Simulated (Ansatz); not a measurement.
CH₅Cl₂HfNO (`C[NH][Hf]([OH])([Cl])[Cl]`), relaxed with RKS PBE0-D4/def2-TZVP in the Gaussian-basis code of Ansatz from a GFN2-xTB geometry. The force threshold is 0.005 eV/Å; the program also tests the step.

Charge 0, multiplicity 1. Hf takes the def2 core potential.

Start:

```xyz
11

C    -0.745   -1.058    0.774
N     0.251   -0.038    1.116
Hf    0.614    1.153   -0.428
O     0.900   -0.046   -1.812
Cl    2.200    2.651    0.206
Cl   -1.349    2.075   -1.140
H    -0.336   -1.832    0.104
H    -1.600   -0.567    0.289
H    -1.111   -1.552    1.682
H     1.067   -0.516    1.520
H     0.108   -0.271   -2.312
```

| step | energy (eV) | largest force (eV/Å) | largest move (Å) |
| --- | --- | --- | --- |
| 1 | -31003.3954 | 2.496 | 0.000 |
| 2 | -31003.8341 | 0.546 | 0.195 |
| 3 | -31003.9515 | 0.808 | 0.194 |
| 4 | -31004.0376 | 0.683 | 0.168 |
| 5 | -31004.0916 | 0.761 | 0.192 |
| 6 | -31004.1513 | 0.167 | 0.200 |
| 7 | -31004.1693 | 0.111 | 0.162 |
| 8 | -31004.1730 | 0.075 | 0.049 |
| 9 (rejected) | -31004.1644 | 0.654 | 0.189 |
| 10 | -31004.1784 | 0.055 | 0.095 |
| 11 | -31004.1810 | 0.236 | 0.096 |
| 13 | -31004.1837 | 0.131 | 0.057 |
| 15 | -31004.1895 | 0.248 | 0.110 |
| 17 | -31004.1979 | 0.268 | 0.118 |
| 19 | -31004.2073 | 0.242 | 0.063 |
| 21 | -31004.2193 | 0.318 | 0.150 |
| 23 (rejected) | -31004.2208 | 0.660 | 0.064 |
| 25 | -31004.2286 | 0.037 | 0.047 |
| 27 | -31004.2291 | 0.009 | 0.009 |
| 29 | -31004.2291 | 0.006 | 0.009 |
| 31 | -31004.2291 | 0.003 | 0.003 |

End:

```xyz
11

C    -0.539   -1.426    0.878
N    -0.090   -0.048    0.925
Hf    0.448    1.235   -0.515
O     0.259    0.267   -2.141
Cl    2.674    1.926   -0.117
Cl   -0.970    3.125   -0.409
H     0.134   -2.094    1.426
H    -0.571   -1.769   -0.158
H    -1.546   -1.542    1.295
H    -0.055    0.290    1.881
H     0.256    0.036   -3.065
```

Run time 2 min (2 threads of an AMD EPYC 7R13 on a shared host and a share of an NVIDIA H100 80 GB); peak host memory 0.89 GiB.
